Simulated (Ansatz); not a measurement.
Computed with Ansatz on PBE0-D4/def2-TZVP structures; ΔE is electronic, products minus reactants. CCSD(T)/CBS is the MP2 limit (def2-TZVPP, def2-QZVPP) plus CCSD(T) − MP2 in def2-TZVPP, frozen cores. Functionals use def2-TZVPP. B3LYP here is the variant with VWN-RPA as its local correlation; programs differ in this. HSE06 is defined as in plane-wave codes. For Ge, Mg outer-core shells are correlated without core-valence functions, which leaves a few kJ/mol of doubt a bond. Scalar relativity is left out up to krypton. Each species was taken in one conformer, which may not be the lowest.

Reaction (redistribution): `C[O][Ge]([SH])([Cl])[Cl]` + `[SiH3][O][Mg][SH]` → `[SH][Ge]([SH])([Cl])[Cl]` + `C[O][Mg][O][SiH3]`

`C[O][Ge]([SH])([Cl])[Cl]`:

```xyz
10

C    -1.498   -0.538   -0.321
O    -0.577    0.473   -0.694
Ge    0.825    0.770    0.313
S     2.132   -0.982    0.534
Cl    1.786    2.415   -0.621
Cl    0.209    1.294    2.289
H    -2.242   -0.602   -1.116
H    -1.011   -1.513   -0.215
H    -2.006   -0.291    0.617
H     2.382   -1.025   -0.788
```

`[SiH3][O][Mg][SH]`:

Cartesian coordinates in Å:
```
Si -0.538 -0.773 1.604
O -0.132 0.018 0.258
Mg 0.320 0.889 -1.235
S 0.882 2.028 -3.127
H -1.420 -1.939 1.302
H 0.669 -1.293 2.312
H -1.271 0.114 2.553
H 1.489 0.956 -3.666
```

`[SH][Ge]([SH])([Cl])[Cl]`:

```xyz
7

S     1.240   -1.732   -0.112
Ge   -0.085    0.016   -0.062
S     0.670    1.363    1.498
Cl   -0.158    1.075   -1.924
Cl   -2.096   -0.639    0.288
H     0.265   -2.533   -0.578
H     0.164    2.450    0.890
```

`C[O][Mg][O][SiH3]`:

```xyz
11

C    -3.004    0.808    1.005
O    -1.737    0.469    0.582
Mg   -0.129    0.032    0.041
O     1.513   -0.412   -0.510
Si    2.996   -0.805   -1.002
H    -3.301    1.801    0.641
H    -3.757    0.092    0.646
H    -3.073    0.830    2.101
H     3.892   -1.105    0.154
H     2.976   -2.013   -1.879
H     3.624    0.304   -1.780
```

| level | ΔE (kcal/mol) | difference from CCSD(T)/CBS |
| --- | --- | --- |
| LDA (SPW92) | 1.8 | -0.1 |
| PBE-D4 | 1.5 | -0.4 |
| revPBE-D4 | 1.3 | -0.6 |
| BLYP-D4 | 0.7 | -1.2 |
| r2SCAN-D4 | 2.4 | 0.5 |
| B97M-V | 3.8 | 1.9 |
| PBE0-D4 | 1.9 | 0.0 |
| B3LYP-D4 | 1.2 | -0.7 |
| r2SCANh-D4 | 2.4 | 0.5 |
| r2SCAN0-D4 | 2.4 | 0.5 |
| HSE06-D4 | 2.0 | 0.1 |
| CAM-B3LYP-D4 | 1.9 | 0.0 |
| ωB97X-V | 3.1 | 1.2 |
| ωB97M-V | 2.6 | 0.7 |
| PBE-QIDH | 2.5 | 0.6 |
| PBE | 1.5 | -0.4 |
| BLYP | 0.8 | -1.1 |
| r2SCAN | 2.3 | 0.4 |
| B3LYP | 1.2 | -0.7 |
| r2SCANh | 2.3 | 0.4 |
| r2SCAN0 | 2.3 | 0.4 |
| HSE06 | 2.0 | 0.1 |
| BHLYP | 2.2 | 0.3 |
| CAM-B3LYP | 1.9 | 0.0 |
| LC-ωPBE | 1.8 | -0.1 |
| RPA@PBE/def2-TZVPP | 3.5 | 1.6 |
| HF/def2-SVP | 1.2 | -0.7 |
| MP2/def2-SVP | 1.2 | -0.7 |
| CCSD/def2-SVP | 1.5 | -0.4 |
| CCSD(T)/def2-SVP | 1.8 | -0.1 |
| HF/def2-TZVPP | 4.6 | 2.7 |
| MP2/def2-TZVPP | 2.1 | 0.2 |
| SCS-MP2/def2-TZVPP | 2.3 | 0.4 |
| CCSD/def2-TZVPP | 3.3 | 1.4 |
| CCSD(T)/def2-TZVPP | 3.5 | 1.6 |
| HF/def2-QZVPP | 4.3 | 2.4 |
| MP2/def2-QZVPP | 1.1 | -0.8 |
| SCS-MP2/def2-QZVPP | 1.4 | -0.5 |
| MP2/CBS(def2) | 0.5 | -1.4 |
| CCSD/CBS(def2) | 1.7 | -0.2 |
| CCSD(T)/CBS | 1.9 | 0 |

Largest T1 diagnostic among the species: 0.011.

From BLYP to BHLYP (50 % exact exchange), in def2-TZVPP and without D4, ΔE moves by +1.5 kcal/mol. In def2-TZVPP, CCSD(T) changes the Hartree–Fock value by −1.0 kcal/mol (the triples alone add +0.2 kcal/mol) and MP2 by −2.4 kcal/mol.
